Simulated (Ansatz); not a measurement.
`[SiH3][S][GaH][SiH3]` → Ga• + 7 H• + S• + 2 Si•  (atomization)

Computed with Ansatz on PBE0-D4/def2-TZVP structures; ΔE is electronic, products minus reactants. CCSD(T)/CBS adds triple-zeta CCSD(T) − MP2 to the extrapolated MP2 energy (def2 sets, frozen cores). This one scheme is used for every species, atoms too. DFT in def2-TZVPP. No spin–orbit coupling; open shells (•) take unrestricted orbitals. Spin–orbit coupling would lower the free atoms: a little for S, Si; clearly for Ga. Bonds to Ga are less sure, by a few kJ/mol each and by 10 to 20 or more in all where they break to atoms, as the def2 sets lack core-valence functions. Scalar relativity is left out up to krypton. One conformer a species, not always the lowest.

CCSD(T)/CBS gives +31.97 eV.

**Question.** Another level gave +31.42 eV. Which?
A. ωB97M-V/def2-TZVPP
B. SCS-MP2/def2-TZVPP
C. LDA (SPW92)/def2-TZVPP
D. PBE0-D4/def2-TZVPP

**Answer.** D. PBE0-D4 31.42, ωB97M-V 31.82, SCS-MP2/def2-TZVPP 31.25, LDA (SPW92) 35.14 eV.

Largest T1 diagnostic among the species: 0.013.

From BLYP to BHLYP (50 % exact exchange), in def2-TZVPP and without D4, ΔE moves by +0.48 eV. In def2-TZVPP, CCSD(T) changes the Hartree–Fock value by +7.13 eV (the triples alone add +0.34 eV) and MP2 by +6.91 eV; breaking electron pairs costs correlation energy, which Hartree–Fock lacks. Leaving LDA and LC-ωPBE aside and taking each functional with its dispersion term where it has one, the values, not all of them listed here, spread over 1.24 eV, from revPBE-D4 to B97M-V. LDA lies +4.05 eV from PBE without D4, its usual overbinding.

For atomizations the MP2-based limit and the directly extrapolated one differ by several kJ/mol either way, and by 10 to 25 for some Ge, Se and Sn compounds, so smaller differences from it don't rank the levels.
